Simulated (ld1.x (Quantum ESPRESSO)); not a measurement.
**What the settings do to the PAW potential of ruthenium (Ru)**

Base potential:

ruthenium (Ru), PAW, made with ld1.x (Quantum ESPRESSO) 7.5 (PBE, scalar-relativistic). Core [Ar] 3d10, reference 4s2 4p6 4d7 5s0.75 5p0.25. Waves: 4s (bound): rcut 1.35, rcutus 1.50 bohr; 5s (bound): rcut 1.35, rcutus 1.50 bohr; 4p (bound): rcut 1.70, rcutus 2.20 bohr; 5p (bound): rcut 1.70, rcutus 2.20 bohr; 4d (bound): rcut 1.10, rcutus 1.45 bohr; 4d channel at -0.05 Ry: rcut 1.10, rcutus 1.45 bohr. Local part: all-electron potential smoothed inside 1.60 bohr (lloc = -2). Core correction: Bessel-smoothed model core inside 1.50 bohr. Augmentation charge: BESSEL, radius 1.20 bohr.

All-electron outer shells of the reference configuration (PBE, scalar-relativistic, ld1.x):

```tsv
shell	level (eV)	outermost node (bohr)	outermost maximum (bohr)
3p	-447.65	0.16	0.36
3d	-273.54	–	0.30
4s	-76.81	0.48	0.92
4p	-46.86	0.49	0.98
4d	-5.63	0.48	1.21
5s	-4.54	1.24	2.73
5p	-1.16	1.41	3.92
```

Cutoffs, loose and tight: the cutoffs (Ry, on a coarse ladder) from which the occupation-weighted sum of valence levels, in a spherical-Bessel basis at the reference potential, stays within 10 and 1 mRy of its value at 400 Ry. They do not see the model core or the augmentation charge, which bear on the density cutoff. Test errors are all-electron minus pseudo excitation energies from the reference, over the configurations 4s2 4p6 4d7 5s1 5p0; 4s2 4p6 4d7 5s0 5p0; 4s2 4p6 4d6 5s0 5p0; 4s2 4p6 4d6 5s1 5p0; 4s1 4p6 4d7 5s1 5p0; 4s2 4p6 4d4 5s0 5p0; 4s2 4p6 4d6 5s1 5p1. A dash means not determined; rows that change the core or the reference have their own tests. The largest error is taken over the tests solved by every variant that gives reliable tests at all: 4s1 4p6 4d7 5s1 5p0; 4s2 4p6 4d6 5s0 5p0; 4s2 4p6 4d6 5s1 5p0; 4s2 4p6 4d7 5s0 5p0; 4s2 4p6 4d7 5s1 5p0.

| change | outcome | cutoff, loose | cutoff, tight | bound ghosts | largest test error (meV) |
| --- | --- | --- | --- | --- | --- |
| base | generated | 50 Ry | 90 Ry | none | -25 |
| reference 4s2 4p6 4d7 5s1 5p0 | generated | 50 Ry | 90 Ry | none | +24 over the solved tests; 1 of 7 tests not solved or not reliable |
| augmentation BESSEL, radius 0.95 bohr | generated | 50 Ry | 90 Ry | none | -40 |
| waves 4d (bound): rcut 1.10, rcutus 1.46 bohr; 4d channel at -0.05 Ry: rcut 1.10, rcutus 1.46 bohr | generated | 50 Ry | 80 Ry | none | -25 |
| waves 4s (bound): rcut 1.35, rcutus 1.66 bohr; 5s (bound): rcut 1.35, rcutus 1.66 bohr | generated | 50 Ry | 90 Ry | none | -28 |
| wave 4d channel at -0.05 Ry: rcut 1.10, rcutus 1.45 bohr becomes 4d channel at -0.26 Ry: rcut 1.10, rcutus 1.45 bohr | generated | 50 Ry | 90 Ry | none | -39 |

Task: What comes out with this change to the base: core correction Bessel-smoothed model core inside 0.86 bohr?

Result: outcome: generated; cutoff, loose: 50 Ry; cutoff, tight: 90 Ry; bound ghosts: none; largest test error (meV): -18.
